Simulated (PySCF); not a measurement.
SMILES C[O][Sn]([CH3])([OH])[O]C, GFN2-xTB optimised geometry.

```
17

C     -2.34    -0.52     2.22
O     -1.05    -0.51     1.67
Sn    -0.52     0.46     0.00
C      1.65     0.46     0.00
O     -1.34     2.24     0.00
O     -1.52    -0.33    -1.57
C     -1.50    -1.68    -1.95
H     -2.26    -1.10     3.14
H     -2.69     0.48     2.47
H     -3.07    -1.00     1.56
H      1.97     1.43     0.37
H      1.99    -0.33     0.66
H      2.00     0.30    -1.01
H     -2.00     2.35    -0.69
H     -2.26    -1.79    -2.72
H     -0.53    -1.97    -2.36
H     -1.75    -2.35    -1.12
```

Density from PBE0/def2-SVP, def2 effective core potentials past Kr in PySCF 2.14.0 at that geometry. The core electrons that the potentials of Sn replace are not part of the density.

Minimum of the electron density along straight lines between bonded atoms, close to the bond critical point (lines longer than 1.1 times the sum of covalent radii, or with two minima, are not listed):

```
bond    length / Å  ρ at the minimum / e bohr⁻³  ∇²ρ there / e bohr⁻⁵  position (fraction from the first atom)
------  ----------  ---------------------------  --------------------  ---------------------------------------
C1–O2        1.402                        0.259                 -0.40                                     0.34
O2–Sn3       2.002                        0.102                  0.53                                     0.49
Sn3–C4       2.176                        0.098                  0.10                                     0.51
Sn3–O5       1.959                        0.112                   [?]                                     0.51
Sn3–O6       2.022                        0.098                  0.50                                     0.51
O6–C7        1.401                        0.261                 -0.42                                     0.66
C1–H8        1.092                        0.281                 -1.06                                     0.63
C1–H9        1.092                        0.281                 -1.06                                     0.63
C1–H10       1.094                        0.280                 -1.04                                     0.63
C4–H11       1.083                        0.276                 -1.03                                     0.64
C4–H12       1.084                        0.276                 -1.03                                     0.64
C4–H13       1.084                        0.276                 -1.02                                     0.64
O5–H14       0.959                          [?]                   [?]                                     0.82
C7–H15       1.092                        0.281                 -1.07                                     0.63
C7–H16       1.093                        0.280                 -1.04                                     0.63
C7–H17       1.092                        0.281                 -1.05                                     0.63
```

Task: What belongs in the gaps?

Result: 
- Sn3–O5, ∇²ρ there / e bohr⁻⁵: 0.62
- O5–H14, ρ at the minimum / e bohr⁻³: 0.352
- O5–H14, ∇²ρ there / e bohr⁻⁵: -2.33
